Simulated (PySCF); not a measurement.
Compound: C₂H₁₀OPSi₂ (doublet state).
Geometry (GFN2-xTB, Å), atoms numbered from 1 in this order:
```xyz
16
C2H10OPSi2 angstrom
C     -2.658   -0.460   -0.243
C     -1.822    0.810   -0.241
O     -0.514    0.591    0.206
Si     0.672   -0.302   -0.432
Si     2.358    0.243    1.050
P      4.110   -1.028    0.605
H     -2.641   -0.915    0.744
H     -3.685   -0.227   -0.510
H     -2.255   -1.170   -0.961
H     -2.261    1.550    0.438
H     -1.792    1.238   -1.249
H      0.326   -1.731   -0.495
H      0.907    0.076   -1.837
H      2.742    1.664    0.983
H      2.037   -0.015    2.460
H      4.469   -0.315   -0.528
```

The hyperfine couplings belong to this conformer and change with its torsions.

Identity: `[SiH2]([SiH2]OCC)[PH]` [radical].

Computed, not measured: UKS B3LYP, pcH-1 on C H O P Si, non-relativistic, mean-field spin-orbit, GIAO in PySCF. One conformer (not necessarily the lowest) at the GFN2-xTB geometry, without solvent, vibrations or thermal averaging. Couplings are sensitive to structure, and on GFN2-xTB geometries they can be far from those on DFT ones, by a factor of two or more for some ions and for spin on atoms past the first row. Stability of the SCF solution: not tested.

Principal values of hyperfine tensors in MHz (contact, dipolar and spin–orbit terms together), for some of the nuclei:

| atom | isotope | A1 | A2 | A3 |
| --- | --- | --- | --- | --- |
| P6 | 31P | -204.18 | -181.05 | 714.37 |
| Si4 | 29Si | -83.61 | -69.12 | -68.78 |
| H14 | 1H | 45.27 | 46.34 | 51.12 |
| H16 | 1H | -51.61 | -31.25 | -19.97 |
| Si5 | 29Si | 22.80 | 24.48 | 27.69 |
| H15 | 1H | 4.89 | 5.16 | 10.89 |
| H13 | 1H | 1.36 | 1.75 | 4.89 |
| C2 | 13C | 1.94 | 1.95 | 3.12 |

**Question.** Split each tensor into its isotropic and traceless parts, and turn a_iso into mT with g = 2.0121.

**Answer.** a_iso is a third of the trace, T = A − a_iso, and a(mT) = a(MHz)/(g × 13.996). The tensors hold a spin–orbit part: the run splits a_iso into a_FC + a_SO, and T includes its anisotropic share.

```
atom  a_iso (MHz)    a_FC   a_SO  a_iso (mT)       T1       T2      T3
  P6       109.71  109.81  -0.09       3.896  -313.89  -290.77  604.66
 Si4       -73.84  -73.91   0.08      -2.622    -9.77     4.71    5.06
 H14        47.58   47.57   0.01       1.689    -2.31    -1.24    3.54
 H16       -34.28  -34.51   0.23      -1.217   -17.33     3.02   14.31
 Si5        24.99   25.16  -0.17       0.887    -2.19    -0.51    2.70
 H15         6.98    6.96   0.02       0.248    -2.09    -1.82    3.91
 H13         2.67    2.67   0.00       0.095    -1.31    -0.92    2.22
  C2         2.34    2.34   0.00       0.083    -0.40    -0.39    0.78
```

**Question.** What spin density at the nucleus of H16 lies behind its contact coupling (g_N = 5.58569)?

**Answer.** a_FC = (2μ0/3) gₑ μB g_N μN ρ(0)/(2S·h) = 800.24 MHz × g_N × ρ(0)/(2S), with ρ in bohr⁻³. With a_FC = -34.51 MHz and 2S = 1, ρ(0) = -0.00772 bohr⁻³. In magnitude that is 2.4 % of the 1/π = 0.318 of a free hydrogen atom.

**Question.** O3 (17O, g_N = -0.75752) isn't in the table. Its spin density at the nucleus is 0.01909 bohr⁻³. What is its contact coupling?

**Answer.** By the same relation, a_FC = -11.57 MHz. Its full tensor has the principal values -12.89, -10.94, -10.87 MHz.

**Question.** Which nucleus of the table has the largest anisotropic coupling, and what is its form?

**Answer.** P6: -313.9, -290.8, 604.7 MHz (the dipolar term alone has -310.5, -294.3, 604.8), nearly axial, close to the ratio −1:−1:+2, the form that spin in one p orbital centred on that nucleus gives.

**Question.** What first-order splitting does H14 cause when the field lies along A1, A2 or A3 of its tensor (g taken as isotropic, no quadrupole term)?

**Answer.** 2 lines (I = 1/2), spaced by |A_i|/(g × 13.996): 1.61, 1.65, 1.82 mT along the axes of A1, A2 and A3.
